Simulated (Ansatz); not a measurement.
Mg4O4⁻, relaxed as a doublet with UKS PBE0-D4/def2-SVPD in Ansatz, starting from the GFN1-xTB geometry. Force threshold 0.02 eV/Å.

The highest occupied level of the charge -1 doublet lies above zero (up to 0.08 eV). It is a level of α spin, whose loss leaves a singlet; that state wasn't run at this geometry and level. The electron is either unbound and held by the finite basis, or the level is raised by self-interaction error. The relaxation made no stability test and no search for a lower SCF solution. Another isomer (doublet) lies 0.29 eV lower at r2SCAN-D4/def2-TZVPD; other spin states weren't run for this one.

Start:

```xyz
8

Mg   -1.8124    0.2651    1.0045
Mg    0.7967   -1.0029    1.7075
Mg    1.8075   -0.2444   -0.9944
Mg   -0.7949    0.9834   -1.7059
O    -2.2349    1.0285   -0.5936
O     2.2288   -1.0477    0.5834
O     0.8874    0.6264   -2.3031
O    -0.8782   -0.6084    2.3016
```

Estimate the energy that the relaxation releases and the steps that it takes.

1.2 kcal/mol, in 4 steps; 30 s on 4 threads of Arm Neoverse V2 on a shared host. No frequencies were taken in this run, so the end may be a saddle point.

Does the start keep its bonding and symmetry?

By distances, no bond broke or formed. The bond that changes most is Mg3–O6, from 1.82 to 1.85 Å (atoms count from 1). Point group C2h at the start, D4h at the end, both within 0.05 Å.

Predict the relaxed structure.


```xyz
8

Mg   -1.819    0.252    0.998
Mg    0.787   -0.968    1.677
Mg    1.819   -0.251   -0.998
Mg   -0.786    0.968   -1.677
O    -2.284    1.069   -0.595
O     2.284   -1.069    0.595
O     0.905    0.628   -2.345
O    -0.905   -0.629    2.345
```
Bond lengths (bridged metal pairs left out): 8 × Mg–O 1.85 Å.
